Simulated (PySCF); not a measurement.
Isomers of C5H11B, mass 82.095 u with the commonest isotopes. The calculation used PySCF, PBE0-D3(BJ)/def2-SVP geometry optimisation, gas phase. One conformer each, none proved a minimum here; rigid rotors.

Task: Order these by radius of gyration √(Σ m r²/M), smallest first.
A. `[BH2:1][C@@H:2]1[CH2:3][CH2:4][C@H:5]1[CH3:6]` with H–B1–C2–C3 -32° and 151°, B1–C2–C3–C4 -148°, C2–C3–C4–C5 17°, C3–C4–C5–C6 -140°, B1–C2–C5–C4 149°
B. `[CH3:1][BH:2][CH2:3]/[CH:4]=[CH:5]/[CH3:6]` with C1–B2–C3–C4 156°, B2–C3–C4–C5 -127°
C. `[CH2:1]=[CH:2][CH2:3][B:4]([CH3:5])[CH3:6]` with C1–C2–C3–B4 96°, C2–C3–B4–C5 75°

Result: A (1.724 Å), C (1.900 Å), B (2.335 Å).

Task: Order these by rotational constant C, smallest first.
A. `[BH2:1][C@@H:2]1[CH2:3][CH2:4][C@H:5]1[CH3:6]` with H–B1–C2–C3 -32° and 151°, B1–C2–C3–C4 -148°, C2–C3–C4–C5 17°, C3–C4–C5–C6 -140°, B1–C2–C5–C4 149°
B. `[CH3:1][BH:2][CH2:3]/[CH:4]=[CH:5]/[CH3:6]` with C1–B2–C3–C4 156°, B2–C3–C4–C5 -127°
C. `[CH2:1]=[CH:2][CH2:3][B:4]([CH3:5])[CH3:6]` with C1–C2–C3–B4 96°, C2–C3–B4–C5 75°

Result: B (1175 MHz), C (1907 MHz), A (2183 MHz).

Task: Order these by rotational constant A, largest first.
A. `[BH2:1][C@@H:2]1[CH2:3][CH2:4][C@H:5]1[CH3:6]` with H–B1–C2–C3 -32° and 151°, B1–C2–C3–C4 -148°, C2–C3–C4–C5 17°, C3–C4–C5–C6 -140°, B1–C2–C5–C4 149°
B. `[CH3:1][BH:2][CH2:3]/[CH:4]=[CH:5]/[CH3:6]` with C1–B2–C3–C4 156°, B2–C3–C4–C5 -127°
C. `[CH2:1]=[CH:2][CH2:3][B:4]([CH3:5])[CH3:6]` with C1–C2–C3–B4 96°, C2–C3–B4–C5 75°

Result: B (13718 MHz), C (4814 MHz), A (4547 MHz).

| SMILES | point group | Ia (u·Å²) | Ib (u·Å²) | Ic (u·Å²) | κ | μa (D) | μb (D) | μc (D) |
| --- | --- | --- | --- | --- | --- | --- | --- | --- |
| CBC/C=C/C | C1 | 36.84 | 428.08 | 430.02 | -1.00 | 0.35 | 0.44 | 0.02 |
| C=CCB(C)C | C1 | 104.98 | 222.74 | 265.01 | -0.75 | 0.38 | 0.06 | 0.06 |
| B[C@@H]1CC[C@H]1C | C1 | 111.15 | 145.40 | 231.47 | 0.09 | 0.62 | 0.36 | 0.22 |
